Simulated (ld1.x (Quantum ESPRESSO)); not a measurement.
**u(r) = r·R(r): atom against pseudo-atom (Si (Z = 14))**

Columns: radius, all-electron u(r) and pseudo u(r) of the 3p shell (level -5.91 eV) of silicon in the configuration [Ne] 3s2 3p1.75; LDA (PZ), scalar-relativistic, TM semilocal scheme, ld1.x (Quantum ESPRESSO) 7.5.

| r (bohr) | all-electron | pseudo |
| --- | --- | --- |
| 0.113 | 0.1254 | -0.0050 |
| 0.225 | 0.2447 | -0.0196 |
| 0.338 | 0.2713 | -0.0436 |
| 0.450 | 0.2268 | -0.0760 |
| 0.563 | 0.1416 | -0.1164 |
| 0.675 | 0.0393 | -0.1628 |
| 0.788 | -0.0678 | -0.2147 |
| 0.900 | -0.1697 | -0.2694 |
| 1.013 | -0.2638 | -0.3262 |
| 1.125 | -0.3461 | -0.3820 |
| 1.238 | -0.4176 | -0.4358 |
| 1.350 | -0.4769 | -0.4847 |
| 1.463 | -0.5257 | -0.5282 |
| 1.575 | -0.5638 | -0.5642 |
| 1.688 | -0.5930 | -0.5928 |
| 1.800 | -0.6135 | -0.6134 |
| 1.913 | -0.6269 | -0.6269 |
| 2.025 | -0.6338 | -0.6338 |
| 2.138 | -0.6353 | -0.6353 |
| 2.250 | -0.6321 | -0.6321 |
| 2.363 | -0.6249 | -0.6249 |
| 2.475 | -0.6146 | -0.6146 |
| 2.588 | -0.6015 | -0.6015 |
| 2.700 | -0.5864 | -0.5864 |
| 2.813 | -0.5696 | -0.5696 |
| 2.925 | -0.5516 | -0.5516 |

Problem. How many radial nodes do the two functions have?

Solution. The all-electron 3p function has n − l − 1 = 1; the pseudo-wave has 0, since the states of the same l below it are removed with the core.

Problem. Is the pseudo-wave norm-conserving?

Solution. Yes: the TM semilocal scheme keeps the norm inside the radius equal to the all-electron one, which fixes the energy derivative of the logarithmic derivative at the level.
